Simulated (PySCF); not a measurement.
# Computed properties of ZnFBr, SMILES [Br][Zn][F]

ZnFBr, SMILES [F][Zn][Br]. Geometry: B3LYP-D3(BJ)/def2-TZVP. One conformer was computed; it need not be the lowest. All values are computed for the isolated molecule unless a solvent is named; none is compared with measurement here.

**Structure.** The optimised structure has C∞v symmetry. All 4 harmonic modes at B3LYP-D3(BJ)/def2-TZVP (PySCF) are real, so it is a minimum. With heavy atoms numbered as in [Zn:1]([F:2])[Br:3], the shortest bond between them is Zn1–F2 at 1.752 Å and the longest Zn1–Br3 at 2.226 Å.

**Vibrations.** The strongest infrared lines (harmonic, unscaled, degenerate partners summed) lie at 674 cm⁻¹ (88 km/mol, F 71 %, Zn 28 %), 122 cm⁻¹ (41 km/mol, F 48 %, Zn 45 %), 295 cm⁻¹ (5 km/mol, Br 51 %, Zn 32 %, F 17 %). The softest mode is at 122 cm⁻¹ and the zero-point energy is 1.7 kcal/mol.

**Electronic structure.** B3LYP/def2-TZVPD (PySCF) places the frontier levels at -8.65 and -2.35 eV, a gap of 6.30 eV, and gives a dipole moment of 0.99 D and a mean polarisability of 44.5 bohr³.

**Excitations.** TDA-B3LYP/def2-SVPD (PySCF) has S1 at 5.21 eV (238 nm, f = 0.038, weak); the most intense of the 10 singlets computed lies at 8.39 eV (f = 0.07). Strengths of degenerate partners are summed. T1 (TDA) is at 4.86 eV, 0.35 eV under S1. No vertical singlet excitation falls in the visible range (under 3.1 eV).

**NMR.** GIAO shifts at HF/pcSseg-2 (PySCF) (non-relativistic, atoms alike by connectivity averaged): ¹⁹F at -226.4 ppm against CFCl3. Without spin–orbit terms, shifts of atoms bonded to Cl or Br come out too high.
